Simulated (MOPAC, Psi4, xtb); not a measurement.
Interaction energy of H4Ge ··· CH5N (SMILES [GeH4] and CN). Monomers: optimised at B3LYP-D3(BJ) (def2-TZVP), held rigid. Orientation: a higher rigid-body minimum at GFN2-xTB. The monomers approach along the line of their centres of mass (distance R); nothing else relaxes.

Geometry at R = 3.63 Å (first 5 atoms: monomer A):
```
12

Ge     0.0000     0.0000     0.0000
H     -0.9287    -0.0131     1.2233
H      0.1707     1.4429    -0.4978
H      1.3705    -0.5720     0.3916
H     -0.6126    -0.8578    -1.1170
C      3.1724     0.9717    -2.0786
N      2.2219     0.0974    -2.7645
H      2.8925     1.2545    -1.0544
H      3.2984     1.8887    -2.6565
H      4.1459     0.4805    -2.0362
H      1.3114     0.5366    -2.8278
H      2.0967    -0.7679    -2.2532
```

AM1, restricted, heats of formation (MOPAC); PM7, restricted, heats of formation (MOPAC); GFN1-xTB (xtb); SAPT0/jun-cc-pVDZ, frozen core (Psi4).

Interaction energies in kJ/mol; the last columns give the difference from SAPT0:

```tsv
R / Å	AM1	PM7	GFN1-xTB	SAPT0/jun-cc-pVDZ	AM1 − SAPT0/jun-cc-pVDZ	PM7 − SAPT0/jun-cc-pVDZ	GFN1-xTB − SAPT0/jun-cc-pVDZ
2.99	21.17	20.61	1.29	28.46	-7.28	-7.85	-27.17
3.25	6.43	2.04	-13.12	9.35	-2.92	-7.31	-22.47
3.46	2.63	-3.27	-17.01	2.42	0.20	-5.70	-19.43
3.63	1.49	-4.60	-17.65	-0.27	1.77	-4.32	-17.37
3.86	0.90	-4.55	-16.78	-1.74	2.65	-2.80	-15.03
4.00	0.72	-4.12	-15.77	-1.99	2.70	-2.13	-13.79
4.36	0.39	-2.84	-12.67	-1.74	2.13	-1.10	-10.93
4.61	0.24	-2.10	-10.48	-1.37	1.61	-0.73	-9.11
5.16	0.07	-0.92	-6.30	-0.72	0.79	-0.20	-5.57
5.79	0.01	-0.15	-3.05	-0.34	0.35	0.19	-2.71
6.85	-0.01	-0.01	-0.72	-0.11	0.10	0.10	-0.61
8.17	0.00	-0.06	-0.10	-0.03	0.03	-0.03	-0.07
```

AM1 is furthest from SAPT0/jun-cc-pVDZ at 2.99 (-7.28 kJ/mol, below); its mean absolute difference over the points is 1.88 kJ/mol.

PM7 is furthest from SAPT0/jun-cc-pVDZ at 2.99 (-7.85 kJ/mol, below); its mean absolute difference over the points is 2.71 kJ/mol.

GFN1-xTB is furthest from SAPT0/jun-cc-pVDZ at 2.99 (-27.17 kJ/mol, below); its mean absolute difference over the points is 12.02 kJ/mol.
